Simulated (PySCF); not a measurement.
C₂H₁₀Si₂, SMILES [SiH3]CC[SiH3].

Coordinates come from a PBE-D3(BJ)/def2-SVP optimisation. The values are those of a single conformer.

All values below come from PBE-D3(BJ)/def2-SVP in PySCF.

Frequencies are harmonic and unscaled.

| mode | ν (cm⁻¹) | IR (km/mol) | moving atoms (share of kinetic energy) |
|---|---|---|---|
| 1 | 74 | 1.3 | C 44 %, H 38 %, Si 19 % |
| 2 | 133 | 0.1 | H 96 % |
| 3 | 142 | 1.1 | C 48 %, H 34 %, Si 18 % |
| 4 | 169 | 0.0 | H 83 %, C 17 % |
| 5 | 218 | 0.0 | Si 63 %, H 22 %, C 14 % |
| 6 | 481 | 0.0 | H 94 % |
| 7 | 501 | 8.5 | H 97 % |
| 8 | 530 | 0.0 | H 64 %, Si 23 %, C 12 % |
| 9 | 609 | 48.1 | H 79 %, Si 13 %, C 8 % |
| 10 | 682 | 25.5 | C 54 %, Si 26 %, H 20 % |
| 11 | 712 | 70.7 | H 78 %, C 16 % |
| 12 | 765 | 0.0 | C 44 %, H 42 %, Si 14 % |
| 13 | 854 | 0.0 | H 63 %, C 30 % |
| 14 | 880 | 469.0 | H 90 %, Si 10 % |
| 15 | 897 | 0.0 | H 89 %, Si 10 % |
| 16 | 910 | 63.4 | H 97 % |
| 17 | 911 | 0.0 | H 98 % |
| 18 | 914 | 0.0 | H 96 % |
| 19 | 916 | 75.8 | H 97 % |
| 20 | 1011 | 0.0 | C 75 %, H 25 % |
| 21 | 1050 | 28.0 | H 97 % |
| 22 | 1113 | 18.7 | H 78 %, C 21 % |
| 23 | 1223 | 0.0 | H 62 %, C 37 % |
| 24 | 1241 | 0.0 | H 87 %, C 13 % |
| 25 | 1377 | 10.8 | H 91 %, C 9 % |
| 26 | 1381 | 0.0 | H 93 % |
| 27 | 2150 | 157.4 | H 99 % |
| 28 | 2153 | 0.0 | H 99 % |
| 29 | 2159 | 0.0 | H 96 % |
| 30 | 2161 | 219.8 | H 96 % |
| 31 | 2162 | 0.0 | H 96 % |
| 32 | 2163 | 235.7 | H 96 % |
| 33 | 2963 | 0.0 | H 95 % |
| 34 | 2971 | 16.0 | H 95 % |
| 35 | 3010 | 0.0 | H 91 %, C 9 % |
| 36 | 3027 | 9.9 | H 91 %, C 9 % |
